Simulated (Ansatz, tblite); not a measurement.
Removing an electron: [Te3]2- (Te3²⁻). Charge -2, multiplicity 1. Geometry: B3LYP-D4/def2-SVPD. Ansatz, gas phase; energy differences of separate SCF runs; the oxidised species was run as a doublet alone.

```xyz
3

Te   -0.4119   -1.8371    1.5457
Te    0.2184   -0.4937   -0.8646
Te    0.1935    2.3308   -0.6812
```

In the def2 sets Te takes a core potential; there is no spin–orbit coupling. The xTB rows come from tblite. A multiply charged anion in the gas phase is held together partly by the finite basis. Removing one electron lowers the energy by 1.56 eV at PBE0-D4/def2-TZVPD, so it isn't bound.

| level | −HOMO (eV) | vertical IE (eV) | −LUMO (eV) | HOMO–LUMO gap (eV) | remarks |
| --- | --- | --- | --- | --- | --- |
| GFN1-xTB | -1.95 | 0.65 | -3.49 | 1.54 | – |
| GFN2-xTB | -6.82 | -3.07 | -9.19 | 2.37 | – |
| PBE-D4/def2-TZVPD | -3.65 | -1.76 | -4.32 | 0.67 | HOMO above zero (-2 singlet) |
| r2SCAN-D4/def2-TZVPD | -3.57 | -1.70 | -4.52 | 0.95 | HOMO above zero (-2 singlet) |
| PBE0-D4/def2-TZVPD | -2.89 | -1.56 | -4.82 | 1.92 | HOMO above zero (-2 singlet) |

Relaxing the oxidised species (B3LYP-D4/def2-SVPD) changes its energy by -0.16 eV at PBE-D4/def2-TZVPD, so the adiabatic ionisation energy to this nearest minimum is -1.92 eV. At PBE0-D4/def2-TZVPD it is -1.83 eV.    A HOMO above zero means that the electron is unbound at that level or that self-interaction error raises the level; the energy of removing that electron tells which. Raw xTB energy differences between charge states are shifted by several eV; the methods need an empirical correction for them.
